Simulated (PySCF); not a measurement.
**Relaxation of singlet [IO3]-**

Level of theory: PBE in PySCF with I def2-SVPD with ECP28, O def2-SVPD; scalar-relativistic core potentials, no spin–orbit coupling; density-fitted integrals. A (50,194) grid was used.

A hand-made trigonal planar start, of D3h symmetry, held to at least that symmetry:

```xyz
4
charge -1 multiplicity 1, angstrom
I     0.0000    0.0000    0.0000
O     1.8600    0.0000    0.0000
O    -0.9300    1.6108    0.0000
O    -0.9300   -1.6108    0.0000
```

(1) What does it relax to?

(2) How much energy is released, and in how many steps?

Results:

(1) It ends at D3h with I–O 1.953 Å (×3); O–I–O 120.0° (×3). A frequency run shows 1 imaginary mode, down to 411i cm⁻¹, so it is a saddle point. Other isomers or separated fragments may lie lower.

(2) 30.7 kJ/mol in 3 steps.
